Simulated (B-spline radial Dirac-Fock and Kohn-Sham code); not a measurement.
# Dipole and non-dipole photoemission parameters of Au 3s

System: atomic gold in the configuration [Xe] 4f14 5d10 6s1; threshold 3425.0 eV (tabulated edge). These are calculated numbers from an atomic code on a B-spline grid; the model is Dirac-Hartree-Slater photoionisation with a Latter tail; cross sections with all multipoles, angular parameters from the dipole term and its interference with E2.

For linearly polarised light dσ/dΩ = σ/(4π) [1 + β P₂(cos θ) + (δ + γ cos²θ) sin θ cos φ], with θ from the polarisation vector and φ the angle between the beam and the projection of the electron momentum on the plane normal to the polarisation.

| hν (eV) | σ (kb) | β | γ |
| --- | --- | --- | --- |
| 4640 | 15.0 | 1.898 | 0.790 |
| 5540 | ? | ? | ? |
| 5990 | 10.1 | 1.913 | 0.350 |
| 9520 | 4.55 | 1.930 | -0.107 |
| 10400 | 3.87 | 1.932 | -0.147 |
| 12000 | 2.97 | 1.935 | -0.178 |
| 15000 | 1.94 | 1.938 | -0.141 |

Problem. Give the values at 5540 eV.

Solution. σ = 11.4 kb, β = 1.909, γ = 0.468. For an s subshell δ is negligible.
